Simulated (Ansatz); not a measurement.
The lowest doublet and quartet of CF (SMILES [C]F); geometries from B3LYP-D3(BJ)/def2-TZVP, each state relaxed from the structure named, with no frequency check.
Doublet (charge 0, multiplicity 2):
```csv
atom,x (Å),y (Å),z (Å)
C,0.0000,0.0000,-0.7653
F,0.0000,0.0000,0.5102
```
Quartet (charge 0, multiplicity 4):
```xyz
2

C      0.00000     0.00000    -0.79647
F      0.00000     0.00000     0.53098
```

A positive gap puts the quartet lower; no zero-point energy. U- takes an unrestricted doublet. The quartet is unrestricted in single-reference levels. Active spaces average the two states.

Cores are frozen in the correlated methods.

The values were computed with Ansatz (a quantum-chemistry and plane-wave program). 

**Question.** One of these levels gives -286.1 kJ/mol for the gap E(doublet) − E(quartet), adiabatic. Name it.
A. U-HF/cc-pVDZ
B. SA-CASSCF(3,4)/cc-pVTZ
C. U-PBE/def2-TZVPP

**Answer.** B, SA-CASSCF(3,4)/cc-pVTZ. The others give -217.7 (U-HF/cc-pVDZ), -333.7 (U-PBE/def2-TZVPP)
